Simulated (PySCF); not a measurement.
Excitations are Tamm–Dancoff values on a coarser integration grid. The basis has no diffuse functions, so Rydberg states are missing or too high.

Z-matrix (Å, degrees):
```
C
C 1 1.4044
C 2 1.3883 1 120.14
H 3 1.0922 2 119.75 1 179.99
H 2 1.0925 3 120.60 4 -0.01
C 3 1.3990 4 119.86 2 180.00
H 6 1.0931 3 119.51 4 0.01
C 6 1.4048 7 118.26 3 180.00
C 1 1.4110 2 118.14 5 -179.99
C 1 1.4525 2 128.65 5 0.01
C 10 1.3795 1 109.85 2 -180.00
H 11 1.0911 10 125.91 1 -180.00
B 10 1.5275 11 121.77 12 -0.01
H 13 1.2093 10 119.35 11 0.01
H 13 1.2097 14 119.10 10 179.99
B 8 1.5358 6 120.77 7 -0.02
H 16 1.2085 8 119.78 6 0.00
H 16 1.2099 17 119.34 8 179.99
S 11 1.7127 12 119.25 10 -180.00
```
Charge 0, spin multiplicity 1.

Task: Give the S1–T1 gap (TDA), T1 excitation (TDA), brightest of the four lowest singlets (TDA), total energy, dipole moment, S1 oscillator strength, HOMO and HOMO–LUMO gap at the level PBE-D3(BJ)/def2-TZVP // PBE0-D4/def2-SVP run with PySCF 2.14.0.

Result: 
```yaml
S1–T1 gap (TDA): 0.70 eV
T1 excitation (TDA): 2.68 eV
brightest of the four lowest singlets (TDA): 3.62 eV
total_energy: -20600.03 eV
dipole_moment: 0.45 D
S1 oscillator strength: 0.048
HOMO: -6.13 eV
HOMO–LUMO gap: 2.94 eV
```
